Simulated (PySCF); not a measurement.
**S³⁺ (sulfur, charge +3): UHF calculation**

Configuration: [Ne] 3s2 3p1, 2P determinant. Calculation: PySCF 2.14, in aug-cc-pwCVDZ (6s5p3d, 36 functions); the non-relativistic Hamiltonian (point nucleus).

```
Total energy                                                  : -395.070349 hartree
One-electron energy                                           : -526.5469 hartree
Hartree (Coulomb) energy                                      : 155.4596 hartree
Exchange energy                                               : -23.9831 hartree
Kinetic energy                                                : 394.96633 hartree
⟨S²⟩                                                          : 0.7604
⟨L²⟩                                                          : 2.031
Sum of ⟨r⟩                                                    : 8.551 bohr
Sum of ⟨r²⟩                                                   : 10.69 bohr²
Traceless quadrupole moment −½Σ⟨3z² − r²⟩ along its main axis : -1.32 e·bohr²
Density at the nucleus (Gaussians lack the cusp)              : 2600 bohr⁻³
Spin density at the nucleus                                   : 0.129 bohr⁻³
Langevin diamagnetic susceptibility                           : -8.47 ×10⁻⁶ cm³/mol
```

```tsv
shell	electrons	mean orbital energy (hartree)	spread (hartree)	rms radius, mean of both spins (bohr)
1s α	1	-93.61253	0	0.113
1s β	1	-93.59823	0	0.113
2s α	1	-10.55486	0	0.516
2s β	1	-10.54124	0	0.516
2p α	3	-8.23405	0.02530	0.490
2p β	3	-8.20876	0.03033	0.490
3s α	1	-2.17991	0	1.65
3s β	1	-2.05076	0	1.65
3p α	1	-1.72783	0	1.80
```

Spin-orbit constants ζ (cm⁻¹) from the X2C one-electron operator on these orbitals (non-relativistic here): bare nucleus, nucleus screened by l(l+1)(2l+1)/3 electrons, and screened by the Breit-Pauli mean field of the electrons.

| shell | bare | screened nucleus | mean field |
| --- | --- | --- | --- |
| 2p | 7446 | 6516 | 6090 |
| 3p | 687.3 | 601.4 | 555.5 |

To first order the Landé constant is A = 555.5 cm⁻¹, so the lowest level has J = 1/2 and lies 0.0689 eV below the centre of the term.
